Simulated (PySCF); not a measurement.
Compound: C₄H₆FNO.
Atom-mapped SMILES: `[CH3:1][O:2][C@@H:3]([F:4])[CH2:5][C:6]#[N:7]` (hydrogens: H8, H9, H10 on C1; H11 on C3; H12, H13 on C5)

Computed by this run: PBE0-D3(BJ)/def2-SVP geometry optimisation, gas phase (PySCF 2.14.0); density fitting, grid level 1; the optimiser is geomeTRIC in internal coordinates, started from a GFN2-xTB structure with every atom displaced at random (about 0.01 Å).

Step 0: E = -10479.6265 eV
```
atom  x, y, z in Å  |  force x, y, z in eV/Å
C1     -1.9095    0.4132    0.1602   -0.682   1.170  -0.024
O2     -0.7166    0.4242   -0.5533    0.478  -0.199  -0.170
C3      0.1267   -0.5814   -0.2229    1.220  -0.308   0.047
F4     -0.3230   -1.7898   -0.6712   -0.420  -0.330  -0.206
C5      1.4890   -0.3452   -0.9211   -0.718   0.361   0.954
C6      2.2220    0.7025   -0.2330   -0.556  -0.954  -0.881
N7      2.8139    1.5118    0.3192    0.771   1.142   0.803
H8     -1.7333    0.5103    1.2355    0.104  -0.118   0.399
H9     -2.4688    1.3187   -0.1500    0.068  -0.347   0.043
H10    -2.5177   -0.4673   -0.0378   -0.176  -0.418  -0.112
H11     0.2563   -0.7058    0.8844   -0.108   0.242  -0.358
H12     2.0815   -1.2652   -0.8948   -0.026  -0.170  -0.128
H13     1.2728   -0.0316   -1.9433    0.046  -0.073  -0.366
```

Step 1: E = -10479.6749 eV
```
atom  x, y, z in Å  |  force x, y, z in eV/Å
C1     -1.9075    0.4596    0.1876   -0.017   0.068  -0.120
O2     -0.6371    0.4298   -0.4258   -0.290   0.072   0.047
C3      0.1594   -0.6494   -0.1986   -0.132   0.144  -0.449
F4     -0.3714   -1.7877   -0.7758    0.090   0.211   0.096
C5      1.4791   -0.3453   -0.8943    0.218  -0.304  -0.159
C6      2.2016    0.7505   -0.2698   -0.071   0.042   0.111
N7      2.7601    1.6053    0.2738    0.018  -0.002  -0.065
H8     -1.8309    0.5590    1.2809    0.074  -0.039   0.142
H9     -2.4373    1.3453   -0.2024    0.158  -0.148   0.040
H10    -2.5002   -0.4358   -0.0560    0.040  -0.051  -0.015
H11     0.2966   -0.8818    0.8737   -0.063   0.049   0.092
H12     2.1081   -1.2500   -0.8630   -0.003   0.044  -0.060
H13     1.2729   -0.1051   -1.9587   -0.022  -0.086   0.340
```

**Question.** Estimate the geometry and energy of step 2. (The exact step hangs on the optimiser's Hessian estimate; all steps are aligned on step 1, rigid shifts and turns removed.)

**Answer.** E = -10479.7036 eV, largest force 0.201 eV/Å
```
atom  x, y, z in Å  |  force x, y, z in eV/Å
C1     -1.9054    0.4454    0.1936   -0.027   0.006   0.029
O2     -0.6627    0.4685   -0.4646    0.131   0.026  -0.150
C3      0.1392   -0.6041   -0.2338   -0.063  -0.082   0.110
F4     -0.3959   -1.7411   -0.7978    0.052   0.020  -0.060
C5      1.4932   -0.3582   -0.8838   -0.045  -0.009   0.004
C6      2.2143    0.7430   -0.2655   -0.027   0.017   0.049
N7      2.7768    1.6048    0.2622    0.006  -0.002  -0.038
H8     -1.7800    0.5217    1.2885    0.006  -0.023   0.012
H9     -2.4698    1.3163   -0.1610   -0.014   0.009   0.020
H10    -2.4686   -0.4706   -0.0468   -0.003   0.008   0.011
H11     0.2366   -0.8179    0.8492    0.023   0.006   0.035
H12     2.1020   -1.2736   -0.8213   -0.057   0.011   0.008
H13     1.3136   -0.1398   -1.9472    0.016   0.014  -0.030
```

The energy changes by -0.0288 eV. The first-order estimate −F·Δx gives -0.0600 eV and the mean of the old and new forces, exact on a quadratic surface, -0.0292 eV. The step makes an angle of 69° with the force vector and moves no atom by more than 0.091 Å.

What follows is the cost of the whole optimisation. The run took 59 s of wall time on one thread of an Intel Xeon Platinum 8488C, no GPU, shared host with 96 logical CPUs at a one-minute load of 24, and the process peaked at 0.50 GiB of memory.
